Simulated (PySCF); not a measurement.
FH6NOSi2, SMILES O[SiH2]N[SiH2]F.

Geometry: B3LYP-D3(BJ)/def2-SVP. This is a generated structure with no PubChem entry under its InChIKey; it may be hypothetical. The values are those of a single conformer.

Two levels are set side by side: PBE/def2-TZVP (PySCF) and ωB97X/def2-TZVP (PySCF). Same geometry, gas phase. Differences are taken from unrounded values.

| quantity | PBE |
|---|---|
| orbital gap (eV) | 6.34 |
| highest occupied level (eV) | -6.94 |
| lowest empty level (eV) | -0.60 |
| dipole moment (D) | 0.80 |
| mean polarisability (bohr³) | 61.9 |

Problem. These are the PBE values. What does ωB97X give? (The exact figures need the calculation; the answer reports its results.)

Solution. 
```tsv
quantity	ωB97X	PBE minus ωB97X
orbital gap (eV)	13.08	-6.74
highest occupied level (eV)	-10.82	3.88
lowest empty level (eV)	2.26	-2.85
dipole moment (D)	0.93	-0.12
mean polarisability (bohr³)	58.1	3.8
```

Without exact exchange PBE keeps part of each electron's self-repulsion, which lifts occupied levels and narrows the gap. Loosely held outer electrons make PBE densities more polarisable. Differences between two approximate levels are no errors against the true value.

Rough cost on one machine, each run with all the roots and properties that it gave: ωB97X against PBE within a factor of 2.
